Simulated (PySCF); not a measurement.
## A single-point calculation

GdCl3(NH3) (singlet in the valence; each metal's 4f electrons, 7 of them, lie in its core potential, out of spins and levels). PySCF 2.14.0, RKS PBE0, Gd lcecp-1-SVP with ECP53, Cl def2-SVP, N def2-SVP, H def2-SVP; non-relativistic Hamiltonian with scalar-relativistic core potentials where named; density fitting; no spin-orbit coupling. Purpose: finer grid at the relaxed geometry.

```python
mol = gto.M(atom='''
Gd     0.03246    -0.03246     0.03246
Cl     1.17451     1.89907     1.17451
Cl    -1.89907    -1.17451     1.17451
Cl     1.17451    -1.17451    -1.89907
N     -1.40413     1.40413    -1.40413
H     -2.01431     2.01431    -0.85537
H     -0.85537     2.01431    -2.01431
H     -2.01431     0.85537    -2.01431''',
    basis={'Gd': 'lcecp-1-SVP', 'Cl': 'def2-SVP', 'N': 'def2-SVP', 'H': 'def2-SVP'},
    ecp={'Gd': 'lcecp-1-SVP'},
    charge=0, spin=0)
mf = dft.RKS(mol, xc='PBE0')
mf.grids.atom_grid = (75, 302)  # f atoms: unpruned, at least (60, 302)
mf = mf.density_fit()  # fitting sets: Gd AutoAux, Cl def2-universal-JKFIT, N def2-universal-JKFIT, H def2-universal-JKFIT
mf.conv_tol = 1e-09; mf.max_cycle = 55
mf.kernel(dm0)  # dm0: converged density of the relaxed state
mf.nuc_grad_method().kernel()
```

Run from Python with OMP_NUM_THREADS=2; the lines above give its settings. Where DIIS fails, smearing, a level shift and second-order steps follow.
It took 21 s on 2 threads of Arm Neoverse V1, on a shared host, with gradient, populations and further properties, from an already converged density.

**Question.** Where do the frontier levels lie, over both spins?

**Answer.** HOMO -8.41 eV, LUMO -1.13 eV. The 4f levels lie in the core potential and are missing.

**Question.** What are the Mulliken charges and spins?

**Answer.** 
| atom | charge (e) | spin (e) |
| --- | --- | --- |
| Gd1 | 0.830 | 0.000 |
| Cl2 | -0.359 | 0.000 |
| Cl3 | -0.359 | 0.000 |
| Cl4 | -0.359 | 0.000 |
| N5 | -0.311 | 0.000 |
| H6 | 0.186 | 0.000 |
| H7 | 0.186 | 0.000 |
| H8 | 0.186 | 0.000 |
The spin of the 4f electrons in the core isn't counted.

**Question.** What forces act on the atoms (eV/Å)?

**Answer.** 
```
Gd  0.00 0.00 0.00
Cl  0.00 0.00 0.00
Cl  0.00 0.00 0.00
Cl  0.00 0.00 0.00
N   0.00 0.00 0.00
H   0.00 0.00 0.00
H   0.00 0.00 0.00
H   0.00 0.00 0.00
```
Forces carry noise of the integration grid, about 0.01 to 0.03 eV/Å.

An lcecp potential fixes the number of 4f electrons, so in runs with it no electron can move into or out of that shell.
